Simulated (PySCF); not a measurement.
Gas-phase equilibrium of 1 mol H2S, 0.17 mol SO2 at 1400 K and 0.00133 bar, among 21 species (S2O, SO2, O2, O, S2, S6, HO2, H2S2, H2O, H, H2O2, H2S, O3, SO, SH, H2, S8, S, SO3, H2SO4, OH). Only gases are allowed; each row takes one source of thermochemistry for all species, and Cantera finds the minimum.

Energies from PySCF (xtb for GFN2), thermal terms from the rigid-rotor harmonic-oscillator model, ideal gas at 1 bar. † marks an energy on the PBE0/def2-TZVP geometry and frequencies; other levels use their own. 6-31G* has spherical d functions here. Open shells (unrestricted) among the columns below: O (multiplicity 3, electronic degeneracy 9), S2 (multiplicity 3), H (multiplicity 2), SO (multiplicity 3), SH (multiplicity 2, electronic degeneracy 4), S (multiplicity 3, electronic degeneracy 9), OH (multiplicity 2, electronic degeneracy 4); the rest are closed-shell singlets. GFN2 has no spin-polarisation term. Spin-orbit splitting is ignored; it lowers the true energy and changes the entropy of O, SH, S, OH. The harmonic model lacks anharmonicity and excited electronic states, which grow with temperature; levels with a mode under 35 cm⁻¹ are left out.

Molecules larger than those listed are left out.

With BLYP/def2-TZVP† thermochemistry: H2 0.48, S 8.8e-5, S2 0.33, H2O 0.13, O 3.4e-10, H2S 0.010, SO2 0.032, SO 0.017, SH 0.0016, H 9.9e-5, OH 3.1e-6.

### Question
How far does the composition move with the other sources (GFN2-xTB, HF/6-31G*, PBE/def2-SVP, PBE0/def2-SVP†, ωB97M-V/def2-TZVP†)?

### Answer
```json
[
 {"thermochemistry": "BLYP/def2-TZVP†", "x H2": "0.48", "x S": "8.8e-5", "x S2": "0.33", "x H2O": "0.13", "x O": "3.4e-10", "x H2S": "0.010", "x SO2": "0.032", "x SO": "0.017", "x SH": "0.0016", "x H": "9.9e-5", "x OH": "3.1e-6"},
 {"thermochemistry": "GFN2-xTB", "x H2": "0.46", "x S": "1.9e-5", "x S2": "0.31", "x H2O": "0.12", "x O": "<1e-12", "x H2S": "0.052", "x SO2": "0.047", "x SO": "3.0e-5", "x SH": "0.0060", "x H": "7.0e-6", "x OH": "1.1e-10"},
 {"thermochemistry": "HF/6-31G*", "x H2": "0.37", "x S": "0.46", "x S2": "0.00031", "x H2O": "0.027", "x O": "0.10", "x H2S": "0.00062", "x SO2": "1.2e-10", "x SO": "0.00013", "x SH": "0.016", "x H": "0.013", "x OH": "0.0089"},
 {"thermochemistry": "PBE/def2-SVP", "x H2": "0.39", "x S": "3.9e-5", "x S2": "0.35", "x H2O": "0.21", "x O": "1.3e-10", "x H2S": "0.038", "x SO2": "0.00070", "x SO": "0.0049", "x SH": "0.0016", "x H": "0.00028", "x OH": "1.7e-6"},
 {"thermochemistry": "PBE0/def2-SVP†", "x H2": "0.34", "x S": "0.00026", "x S2": "0.34", "x H2O": "0.22", "x O": "1.6e-9", "x H2S": "0.089", "x SO2": "2.1e-6", "x SO": "0.00071", "x SH": "0.0061", "x H": "0.00030", "x OH": "5.1e-6"},
 {"thermochemistry": "ωB97M-V/def2-TZVP†", "x H2": "0.38", "x S": "0.00012", "x S2": "0.34", "x H2O": "0.20", "x O": "5.2e-10", "x H2S": "0.072", "x SO2": "0.0094", "x SO": "0.0028", "x SH": "0.0035", "x H": "0.00011", "x OH": "2.5e-6"}
]
```
The most sensitive of these is O: it spans a factor of 10^11.0 over these rows; at this temperature one factor of ten is RT ln 10 = 27 kJ/mol.
